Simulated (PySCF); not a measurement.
C4H5NS2, SMILES Cc1ncsc1S.

The structure is a stationary point at r2SCAN-D4/def2-SVP. Other conformers were not sampled.

Calculation: TDDFT-PBE/def2-SVPD run with PySCF.

Vertical excitations. Gas-phase values at a fixed geometry.

Problem. List the lowest excited states. (Estimate from the structure and the level; the computed values follow.)

Solution. 
```tsv
state	energy (eV)	λ (nm)	f	main pairs
S1	4.06	305	0.008	HOMO→LUMO 71 %, HOMO−1→LUMO 28 %
S2	4.79	259	0.023	HOMO−2→LUMO 64 %, HOMO−1→LUMO 24 %
S3	4.96	250	0.069	HOMO−1→LUMO 39 %, HOMO−2→LUMO 31 %, HOMO→LUMO 18 %
S4	5.11	242	0.003	HOMO→LUMO+1 95 %
S5	5.45	227	0.010	HOMO−1→LUMO+1 80 %
S6	5.50	225	0.005	HOMO→LUMO+2 82 %
S7	5.68	218	0.026	HOMO−3→LUMO 54 %, HOMO−1→LUMO+2 15 %, HOMO→LUMO+3 12 %
S8	5.74	216	0.007	HOMO→LUMO+3 59 %, HOMO−1→LUMO+2 39 %
S9	5.82	213	0.012	HOMO→LUMO+4 60 %, HOMO−1→LUMO+2 14 %, HOMO→LUMO+3 13 %
S10	5.90	210	0.020	HOMO−2→LUMO+1 31 %, HOMO−1→LUMO+2 15 %, HOMO−1→LUMO+4 14 %, HOMO−1→LUMO+3 12 %
T1	3.46	358	0	HOMO→LUMO 72 %, HOMO−1→LUMO 25 %
T2	3.95	314	0	HOMO−1→LUMO 73 %, HOMO→LUMO 26 %
T3	4.54	273	0	HOMO−2→LUMO 80 %, HOMO−3→LUMO 18 %
T4	4.69	264	0	HOMO−3→LUMO 76 %, HOMO−2→LUMO 16 %
```
Triplets are in the Tamm–Dancoff approximation, which puts them higher than full response would, so one can lie above its singlet here.
